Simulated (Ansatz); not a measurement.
CH6BFSSi (`BSC(F)[SiH3]`) at its PBE0-D4/def2-TZVP geometry, where that method's forces vanish. Charge 0, multiplicity 1.

```xyz
11

B     0.8912   -0.7548    2.1739
S    -0.5369   -0.1781    1.3228
C    -0.1552   -0.4448   -0.4306
F    -0.8373   -1.5593   -0.8917
Si   -0.6540    1.0784   -1.4620
H     0.8710   -0.6592    3.3615
H     1.8203   -1.1982    1.5717
H     0.9157   -0.6532   -0.5009
H     0.2089    2.2119   -1.0466
H    -0.4435    0.7696   -2.8982
H    -2.0802    1.3877   -1.1999
```

Task: What forces (eV/Å) does ωB97M-V/def2-TZVPP give on these atoms in the Gaussian-basis code of Ansatz? (Best estimate.)

Result: The calculation gave: 
```
B1   0.151 -0.061  0.101
S2  -0.072  0.018  0.032
C3   0.271  0.272  0.032
F4  -0.145 -0.210 -0.084
Si5 -0.024  0.066 -0.089
H6   0.006 -0.017 -0.165
H7  -0.127  0.059  0.073
H8  -0.098  0.016 -0.011
H9  -0.099 -0.135 -0.040
H10 -0.027  0.035  0.173
H11  0.164 -0.042 -0.022
```
